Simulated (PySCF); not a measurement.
Compound: C6H4F4.
Z-matrix (Å and degrees, PBE0-D3(BJ)/def2-SVP geometry), rows numbered from 1:
```
F 
C   1  1.3144
C   2  1.3495  1  128.03
C   3  1.4884  2  128.29  1    -0.49
F   4  1.3316  3  112.22  2    11.36
F   4  1.3396  3  111.42  2  -109.37
F   4  1.3397  3  110.86  2   132.00
C   3  1.4669  2  107.45  1  -179.81
C   8  1.3481  3  109.80  2    -0.08
C   2  1.4892  1  121.03  3  -179.73
H   8  1.0904  3  123.50  2  -179.74
H   9  1.0895  8  126.68  3  -179.72
H  10  1.1052  2  110.93  1    59.17
H  10  1.1049  2  111.18  1   -58.89
```

Computed with PySCF at PBE0/pcSseg-1 and wB97X-D/def2-SVPD, non-relativistic, on one gas-phase PBE0-D3(BJ)/def2-SVP geometry that isn't relaxed in the solvent. The solvent is an IEF-PCM continuum (cavity from Bondi-type radii × 1.2). Specific hydrogen bonds and non-electrostatic terms are outside this model.

Gas phase at PBE0/pcSseg-1: HOMO -6.96 eV, LUMO -1.19 eV, dipole 3.49 D.

Q: What does the continuum do to the energy, the frontier levels and the dipole at PBE0/pcSseg-1 in benzene and chloroform?

A: 
```tsv
solvent	ε	E(solvent) − E(gas) (kcal/mol)	polarisation term (kcal/mol)	distortion of the solute (kcal/mol)	HOMO (eV)	LUMO (eV)	dipole (D)
benzene	2.271	-1.86	-1.98	0.12	-6.84	-1.05	3.88
chloroform	4.711	-2.92	-3.23	0.31	-6.80	-0.99	4.10
```

The polarisation term is half the interaction of the solute with the surface charges that it induces; the rest is the cost of distorting the solute's density. The sum is the electrostatic part of solvation alone. From benzene to chloroform the lowering changes by a factor 1.57, Onsager's factor (ε − 1)/(2ε + 1) by 1.55 and ε itself by 2.1.

Q: Which radius a makes the point-dipole formula ΔE = −[(ε − 1)/(2ε + 1)]·μ²/a³ give the value in chloroform, with the gas-phase dipole?

A: μ = 1.373 au and |ΔE| = 0.00465 Eh give a = 2.78 Å; the farthest nucleus lies 2.86 Å from the centroid of the nuclei, so such a sphere wouldn't even hold the nuclei. The formula assumes a rigid point dipole at the centre of a sphere.

Q: Which Mulliken charges (PBE0/pcSseg-1) respond most in benzene (means over atoms taken as equivalent)?

A: 
```
   atoms                      environment  gas (e)  solvent (e)  change
      C8                 alkene CH carbon   +0.021       +0.011  -0.010
 H13/H14               methylene hydrogen   +0.181       +0.189  +0.008
      C3  fully substituted alkene carbon   -0.510       -0.517  -0.007
     H12                 vinylic hydrogen   +0.106       +0.113  +0.007
      F1                   vinyl fluorine   -0.231       -0.236  -0.005
     H11                 vinylic hydrogen   +0.095       +0.100  +0.005
     C10                   allylic carbon   -0.176       -0.172  +0.004
F5/F6/F7          fluorine of a CF3 group   -0.267       -0.270  -0.003
      C2               vinylic C–F carbon   +0.324       +0.325  +0.001
      C9                 alkene CH carbon   -0.164       -0.165  -0.001
      C4                       CF3 carbon   +0.975       +0.974  -0.001
```

Gas phase at wB97X-D/def2-SVPD: HOMO -8.82 eV, LUMO 0.54 eV, dipole 3.57 D.

Q: What does the continuum do to the energy, the frontier levels and the dipole at wB97X-D/def2-SVPD in benzene and chloroform?

A: 
```json
{"solvent": "benzene", "ε": "2.271", "E(solvent) − E(gas) (kcal/mol)": "-1.85", "polarisation term (kcal/mol)": "-1.99", "distortion of the solute (kcal/mol)": "0.14", "HOMO (eV)": "-8.69", "LUMO (eV)": "0.68", "dipole (D)": "3.99"}
{"solvent": "chloroform", "ε": "4.711", "E(solvent) − E(gas) (kcal/mol)": "-2.91", "polarisation term (kcal/mol)": "-3.25", "distortion of the solute (kcal/mol)": "0.34", "HOMO (eV)": "-8.64", "LUMO (eV)": "0.75", "dipole (D)": "4.23"}
```

Q: How does the static polarisability (wB97X-D/def2-SVPD, frozen core, with the continuum's full static response) change?

A: 
| medium | isotropic (au) | principal values (au) | ⟨r²⟩ of the electrons (bohr²) |
| --- | --- | --- | --- |
| gas | 69.5 | 51.3, 72.6, 84.7 | 1302.6 |
| benzene | 78.6 | 57.6, 82.1, 96.1 | 1302.0 |
| chloroform | 84.7 | 62.6, 88.3, 103.3 | 1301.7 |

The isotropic value in chloroform is 1.22 times the gas-phase one; no cavity-field correction is applied. ⟨r²⟩ is taken about the centre of nuclear charge.

Time: 51 s; peak memory 1.0 GiB. Hardware: one thread of an Intel Xeon Platinum 8259CL at 2.50 GHz, shared host with 96 logical CPUs at a one-minute load of 86. This is the whole shielding run at PBE0/pcSseg-1 in chloroform, SCF included.

wB97X-D is run here without its empirical dispersion term; that term would change no orbital, density or response property at a fixed geometry.
